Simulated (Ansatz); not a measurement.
A nudged elastic band was laid between two geometries of AsH3 + BF2H (8 atoms, charge 0, multiplicity 1).

Level of theory: Ansatz 0.2.0, RKS B3LYP/def2-SVP.

```
movable images  : 9
climbing image  : yes
spring          : 5.0 eV/Å²
optimiser       : quadratic models (default)
start path      : through a guess of the saddle point
force threshold : 0.03 eV/Å
iteration limit : 60
end points      : relaxed
```

First end point:

```xyz
8
Properties=species:S:1:pos:R:3
B -1.360 -1.228 -0.935
H -0.527 -1.996 -1.332
F -1.427 -0.900 0.339
F -2.235 -0.693 -1.758
H 1.026 0.955 -0.289
As 0.869 1.521 1.126
H 1.374 0.223 1.758
H 2.279 2.118 1.092
```

Last end point:

```xyz
8
Properties=species:S:1:pos:R:3
B -1.174 0.098 0.202
H 1.079 -1.610 -1.797
F -1.560 -1.085 0.643
F -1.685 0.510 -0.944
H 1.467 -1.194 -1.291
As 0.028 1.317 1.334
H 0.983 0.191 1.714
H 0.860 1.773 0.140
```

Task: Which bonds break or form, and what moves?

Result: Bonds broken: B1–H2, H5–As6. Bonds formed: B1–As6, H2–H5. AsH3 + BF2H becomes AsBF2H2 + H2.

Task: What energy profile does the band end with?

Result: The forces met the threshold. The highest image is number 6 of 0 to 10, 38.7 kcal/mol above the first end and 32.0 kcal/mol above the last; the last end lies 6.7 kcal/mol above the first. A vibrational analysis at the climbing image gives one clearly imaginary mode, 1028i cm⁻¹: a first-order saddle point. The orbitals stay closed-shell, which can raise the energy where a bond breaks towards radicals; this wasn't checked here.

```
image  path coordinate (Å)  energy (kcal/mol)  B1–H2 (Å)  H5–As6 (Å)  B1–As6 (Å)
    0                 0.00                0.0       1.20        1.53        4.10
    1                 0.62                0.1       1.20        1.53        3.91
    2                 1.25                0.4       1.20        1.53        3.79
    3                 1.87                1.1       1.20        1.53        3.51
    4                 2.50                4.4       1.20        1.53        3.12
    5                 3.12               15.4       1.21        1.58        2.66
    6                 3.75               38.7       1.36        1.99        2.28
    7                 4.37               19.3       1.90        2.50        2.10
    8                 4.98                9.6       2.44        2.98        2.06
    9                 5.60                7.1       2.92        3.48        2.05
   10                 6.22                6.7       3.46        3.91        2.05
```

Task: What is the geometry of the highest image?

Result: 
```xyz
8
Properties=species:S:1:pos:R:3
B -0.758 -0.427 -0.396
H 0.237 -1.146 -0.991
F -1.451 -1.269 0.399
F -1.397 0.265 -1.362
H 0.549 -0.388 -0.322
As 0.248 1.097 0.963
H 1.258 0.207 1.690
H 1.312 1.662 0.019
```

Task: What are the harmonic wavenumbers there?

Result: 1028i, 140, 178, 199, 488, 595, 628, 700, 855, 1002, 1038, 1117, 1194, 1364, 1953, 2166, 2179, 2191 cm⁻¹.

Time of the run: 8.3 min on 2 threads of Arm Neoverse V1, on a shared host, peak memory 0.23 GiB.
